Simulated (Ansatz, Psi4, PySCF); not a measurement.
C6H13O3, doublet, at a GFN2-xTB geometry. Base run: MP2/STO-3G (PySCF).

Here is a job for PySCF.
```python
from pyscf import gto, scf, mp

mol = gto.Mole()
mol.atom = '''
    C     3.36064233    1.13411996    0.15655927
    O     2.62953146    0.11588340    0.78942330
    C     2.22133277   -0.94172670   -0.09804301
    C     1.25314828   -0.53894923   -1.14089440
    O     0.00129196   -0.06426956   -0.88193957
    C    -0.48688719   -0.17092261    0.43625535
    C    -1.86297788    0.48259182    0.49499214
    O    -2.83009356   -0.44972084    0.07609765
    C    -4.12156186    0.09347466    0.00147380
    H     4.26124644    0.73273269   -0.32464664
    H     3.64877088    1.83563462    0.93738071
    H     2.75890333    1.65451577   -0.59736372
    H     3.10977918   -1.36258816   -0.58736420
    H     1.80054811   -1.68820087    0.58400122
    H     1.56855606   -0.28421466   -2.13716396
    H     0.20109800    0.32322106    1.13334684
    H    -0.59097708   -1.22575139    0.72067255
    H    -1.87143081    1.36632226   -0.15998179
    H    -2.07479961    0.80865985    1.52579531
    H    -4.45427923    0.46529645    0.97939490
    H    -4.16687391    0.91790725   -0.72102446
    H    -4.77855904   -0.71020645   -0.32375694
'''
mol.basis = 'sto-3g'
mol.spin = 1
mol.verbose = 4
mol.build()

mf = scf.UHF(mol)
mf.kernel()

pt = mp.MP2(mf)
pt.kernel()
print('E(MP2) = %.10f' % pt.e_tot)
```

The same geometry, method and basis name were run in Ansatz (a first-principles code) and Psi4 and PySCF, at each program's defaults and at the settings that a row names. The base is PySCF at its defaults. Differences at the defaults can come from grids, fitting, cores and function types together.

| code and settings | ΔE vs base (mEh) | basis functions | E (Eh) | SCF cycles |
|---|---|---|---|---|
| PySCF, defaults (exact integrals, spherical functions, all electrons correlated) | 0.000 | 58 | -453.87693 | 12 |
| Psi4, defaults (density fitting with its default set, spherical functions, all electrons correlated) | -0.795 | 58 | -453.87773 | 15 |
| Ansatz, defaults (factorised integrals, spherical functions, frozen core) | 3.074 | 58 | -453.87386 | - |
| PySCF, frozen core | 3.026 | 58 | -453.87391 | 12 |
| Psi4, exact integrals, spherical functions, frozen core | 3.026 | 58 | -453.87391 | 15 |
| Ansatz, high accuracy, frozen core | 3.026 | 58 | -453.87391 | - |

Open shells are given as the SCF converged; they aren't shown to be the lowest states, and a large step between rows can be another state.
